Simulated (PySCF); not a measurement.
H₃S, SMILES [SH3+], charge +1.

Geometry: B3LYP-D3(BJ)/def2-TZVPD. The isomer is the one that the SMILES or the coordinates give; other isomers of the formula were not compared.

Two levels are set side by side: TDA-PBE/def2-TZVPD (PySCF) and TDA-B3LYP/def2-TZVPD (PySCF). Vertical, same geometry. The lowest singlet is HOMO→LUMO+1 89 % with PBE and HOMO→LUMO+1 90 % with the other functional; states are paired by order. Differences are taken from unrounded values.

| quantity | TDA-PBE |
|---|---|
| lowest singlet excitation (eV) | 9.40 |
| lowest triplet excitation (TDA) (eV) | 7.71 |
| first bright state (f over 0.05) (eV) | 10.07 |
| its oscillator strength | 0.08 |

Question: These are the TDA-PBE values. What does TDA-B3LYP give? (An estimate is asked for; the answer gives what the named calculation found.)

Answer: 
```tsv
quantity	TDA-B3LYP	TDA-PBE minus TDA-B3LYP
lowest singlet excitation (eV)	9.49	-0.09
lowest triplet excitation (TDA) (eV)	7.77	-0.07
first bright state (f over 0.05) (eV)	9.49	0.58
its oscillator strength	0.05	0.03
```

Rough cost on one machine, each run with all the roots and properties that it gave: TDA-B3LYP against TDA-PBE within a factor of 2.
